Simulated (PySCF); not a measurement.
Compound: CH6BFGe.
SMILES with atom numbers: `[CH3:1][B:2]([F:3])[GeH3:4]` (hydrogens: H5, H6, H7 on C1; H8, H9, H10 on Ge4)

Method: PBE0-D3(BJ)/def2-SVP geometry optimisation, gas phase in PySCF 2.14.0; density fitting, grid level 1; the optimiser is geomeTRIC in internal coordinates, started from a GFN2-xTB structure with every atom displaced at random (about 0.01 Å).

Step 0: E = -61024.9382 eV
```
atom  x, y, z in Å  |  force x, y, z in eV/Å
C1     -1.7990   -0.3455    0.1218   -0.469   1.663  -0.375
B2     -0.4445    0.3415   -0.2309   -0.191  -0.038   0.057
F3     -0.4597    1.5824   -0.6968    0.002   0.155  -0.073
Ge4     1.3998   -0.5631   -0.0537   -0.858  -0.046   0.357
H5     -2.6064    0.3951    0.3262    0.350  -0.160  -0.066
H6     -1.7506   -1.0190    0.9413    0.167  -1.005   1.012
H7     -2.1423   -0.8997   -0.7465   -0.085  -0.468  -0.562
H8      2.1537   -0.1437    1.1570    0.404   0.486   0.981
H9      1.3229   -2.0473    0.0914   -0.232  -0.970   0.034
H10     2.3252   -0.3121   -1.1552    0.913   0.382  -1.365
```

Step 1: E = -61025.1135 eV
```
atom  x, y, z in Å  |  force x, y, z in eV/Å
C1     -1.8207   -0.3196    0.1280   -0.011  -0.273   0.197
B2     -0.4518    0.3300   -0.2314    0.068   0.012  -0.017
F3     -0.4424    1.5695   -0.7111   -0.006   0.007   0.011
Ge4     1.4139   -0.5916   -0.0479    0.368  -0.083  -0.062
H5     -2.6031    0.4239    0.3313   -0.060   0.071  -0.002
H6     -1.7590   -1.0382    0.9690    0.006   0.155  -0.212
H7     -2.1458   -0.9062   -0.7545    0.037   0.016   0.033
H8      2.1273   -0.0841    1.2478   -0.135  -0.088  -0.251
H9      1.3182   -2.1437    0.0756    0.007   0.288  -0.041
H10     2.3625   -0.2513   -1.2523   -0.274  -0.106   0.344
```

Task: Estimate the geometry and energy of step 2. (The exact step hangs on the optimiser's Hessian estimate; all steps are aligned on step 1, rigid shifts and turns removed.)

Result: E = -61025.1273 eV, largest force 0.074 eV/Å
```
atom  x, y, z in Å  |  force x, y, z in eV/Å
C1     -1.8168   -0.3220    0.1298   -0.031  -0.013   0.046
B2     -0.4485    0.3326   -0.2295    0.028  -0.002  -0.003
F3     -0.4387    1.5724   -0.7083   -0.023   0.010   0.011
Ge4     1.4135   -0.5907   -0.0473    0.070   0.000  -0.024
H5     -2.6051    0.4208    0.3288    0.006  -0.008  -0.014
H6     -1.7515   -1.0365    0.9646    0.007   0.019  -0.026
H7     -2.1331   -0.9110   -0.7526    0.012  -0.001  -0.007
H8      2.1225   -0.0893    1.2319   -0.014   0.000  -0.017
H9      1.3108   -2.1253    0.0725   -0.013   0.007  -0.008
H10     2.3460   -0.2622   -1.2352   -0.042  -0.012   0.041
```

The energy changes by -0.0138 eV. The first-order estimate −F·Δx gives -0.0245 eV and the mean of the old and new forces, exact on a quadratic surface, -0.0135 eV. The step makes an angle of 46° with the force vector and moves no atom by more than 0.026 Å.

What follows is the cost of the whole optimisation. Time: 15 s wall; peak memory 0.42 GiB. Hardware: one thread of an Arm Neoverse V1, no GPU, on a shared host.
